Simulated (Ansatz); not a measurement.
C3H7NO, triplet, geometry from GFN2-xTB (a higher spin typed on purpose: for a closed-shell molecule this is an excited state). Base run: Ansatz (a first-principles code) with B3LYP/def2-SVP.

Here is a job for Ansatz.
Ansatz 0.2 input:
```yaml
crystal:
  periodic: [false, false, false]
  atoms:
    - {symbol: C, position_ang: [1.43798509, -0.21479373, 0.40418359]}
    - {symbol: N, position_ang: [0.00821279, -0.33161500, 0.23877753]}
    - {symbol: C, position_ang: [-0.48626134, -1.66600490, 0.06696889]}
    - {symbol: C, position_ang: [-0.65928055, 0.69588540, -0.49319311]}
    - {symbol: O, position_ang: [-0.62168424, 1.93608778, -0.17996311]}
    - {symbol: H, position_ang: [1.67390001, 0.83187724, 0.58812928]}
    - {symbol: H, position_ang: [1.74408472, -0.81518089, 1.26239341]}
    - {symbol: H, position_ang: [1.99623087, -0.56263552, -0.47457389]}
    - {symbol: H, position_ang: [-1.56937853, -1.63569785, -0.03204501]}
    - {symbol: H, position_ang: [-0.05905694, -2.16689787, -0.81231222]}
    - {symbol: H, position_ang: [-0.22113001, -2.25521047, 0.94694802]}
    - {symbol: H, position_ang: [-0.40332508, 0.54582763, -1.57803379]}
basis:
  gaussian:
    orbitals: def2-SVP
hamiltonian:
  xc: b3lyp
magnetization: {spin_polarized: true, initial_magnetization: 2}
```

Each row names what was changed in the base input (with any setting that the change needs).

```csv
change,ΔE vs base (µEh)
base,0.0
"final_grid = 14, 28, 59",-1.6
forces = on,-4.8
"point_charge = charge:-1.0 position_ang:3.667, 3.3589, 2.1142",-2152
"final_grid = 6, 12, 29",0.5
lower_state_search = off,0.0
lower_state_search = light,0.0
nuclear_model = gaussian,27.7
accuracy = high,-5.7
fitting.mean_field = def2-universal-JKFIT,-47.7
lower_state_search = full,0.0
```
